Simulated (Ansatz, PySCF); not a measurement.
Reaction (SMILES): CO (CH4O) → C[O-] + H+
Structures are relaxed separately at B3LYP-D3(BJ)/def2-TZVP in Ansatz (a program for electronic structure).

Property: gas-phase deprotonation energy (enthalpy at 298 K, with B3LYP-D3(BJ) rigid-rotor harmonic-oscillator terms from PySCF), in eV. Valence correlation only, unless marked. No spin-orbit coupling. No relativistic terms. Anions need diffuse functions: aug- sets have them; def2-D sets add few; the other sets have none. CBS(X,Y): correlation extrapolated as X^-3; Hartree-Fock from the larger set. [CCSD(T)-MP2]/basis is that difference in the basis named.

Level to compare with: RI-MP2/CBS(aug-cc-pVTZ,aug-cc-pVQZ)+[CCSD(T)-MP2]/aug-cc-pVTZ (Ansatz), 16.58 eV. It is a level with limits of its own, and the differences hold the functionals' basis error too.

Rank these functionals by how close they come to RI-MP2/CBS(aug-cc-pVTZ,aug-cc-pVQZ)+[CCSD(T)-MP2]/aug-cc-pVTZ, closest first: BLYP/def2-TZVPD (Ansatz); M06-L/def2-TZVPD (PySCF); SVWN5/def2-TZVPD (Ansatz).

M06-L/def2-TZVPD (meta-GGA, 16.50 eV, difference -0.08), BLYP/def2-TZVPD (GGA, 16.22 eV, difference -0.36), SVWN5/def2-TZVPD (LDA, 15.98 eV, difference -0.60)
